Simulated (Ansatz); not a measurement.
Relaxation of CuBrNH₃⁺, that is Cu(NH3)Br with one electron fewer with UKS PBE0-D4/def2-TZVP.

```sh
$ ansatz run in.yaml --threads 4 --pin off --events-out ev --progress --plain --max-ram 3916MiB
```

```yaml
crystal:
  periodic: [false, false, false]
  atoms:
    - {symbol: Cu, position_ang: [-0.005409, 0.004521, -1.114347]}
    - {symbol: N, position_ang: [0.002432, -0.002810, 0.832739]}
    - {symbol: H, position_ang: [-0.410246, 0.844878, 1.208998]}
    - {symbol: H, position_ang: [0.947217, -0.069873, 1.198003]}
    - {symbol: H, position_ang: [-0.523697, -0.788151, 1.202735]}
    - {symbol: Br, position_ang: [-0.010307, 0.011435, -3.328118]}
basis:
  gaussian: {orbitals: def2-TZVP}
total_charge: 1
magnetization: {spin_polarized: true, initial_magnetization: 1}
hamiltonian: {xc: pbe0, dispersion: d4}
scf: {lower_state_search: "off"}
output: {orbitals: {seedname: orbitals}}
relax: {f_tol: 0.02, max_steps: 100}
```

Hardware: 4 threads of Arm Neoverse V1 on a shared host. Wall time 17 s, peak host memory 0.65 GiB.

Positions (Å) and forces (eV/Å) at steps 1, 2, 3 of 3:

```xyz
6
step=1 energy=-116204.5958 eV
Cu   -0.005    0.005   -1.114    0.006   -0.001   -0.299
N     0.002   -0.003    0.833   -0.051    0.011   -0.216
H    -0.410    0.845    1.209   -0.018    0.078    0.124
H     0.947   -0.070    1.198    0.090   -0.010    0.127
H    -0.524   -0.788    1.203   -0.027   -0.078    0.124
Br   -0.010    0.011   -3.328    0.000    0.000    0.140
6
step=2 energy=-116204.5995 eV
Cu   -0.005    0.004   -1.124    0.004   -0.001   -0.139
N     0.001   -0.003    0.829   -0.027    0.007   -0.093
H    -0.409    0.845    1.214   -0.001    0.021    0.057
H     0.946   -0.070    1.201    0.029   -0.004    0.060
H    -0.523   -0.788    1.208   -0.003   -0.023    0.057
Br   -0.010    0.011   -3.329   -0.001    0.000    0.059
6
step=3 energy=-116204.6005 eV
Cu   -0.004    0.004   -1.133    0.003    0.000    0.004
N     0.000   -0.002    0.827    0.001   -0.001   -0.005
H    -0.408    0.843    1.220   -0.005    0.009    0.001
H     0.943   -0.070    1.205    0.008    0.000    0.000
H    -0.521   -0.787    1.214   -0.006   -0.008    0.001
Br   -0.010    0.012   -3.333   -0.001    0.000   -0.002
```

The relaxation made no stability test and no search for a lower SCF solution. No other spin state of charge 1 was run.
